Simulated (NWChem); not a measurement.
FC(F)(C(F)(F)F)F (C2F6), optimised at PBE0/def2-SVP with NWChem:

```
Item                                Value
---------------------------------  ------
highest occupied level (eV)        -11.18
orbital gap (eV)                    13.87
dipole (D)                           0.00
highest harmonic frequency (cm⁻¹)    1479
zero-point energy (kcal/mol)         19.1
```

All stand in one matching conformer (torsions within 35°), which need not be the lowest.

**Question.** One F atom is replaced by H, giving C(C(F)(F)F)(F)F (C2HF5), optimised at the same level. How do these values move?

**Answer.** 
```json
[
 {"quantity": "highest occupied level (eV)", "new value": "-10.29", "change": "+0.89"},
 {"quantity": "orbital gap (eV)", "new value": "12.29", "change": "-1.58"},
 {"quantity": "dipole (D)", "new value": "1.45", "change": "+1.45"},
 {"quantity": "highest harmonic frequency (cm⁻¹)", "new value": "3112", "change": "+1633"},
 {"quantity": "zero-point energy (kcal/mol)", "new value": "24.2", "change": "+5.1"}
]
```
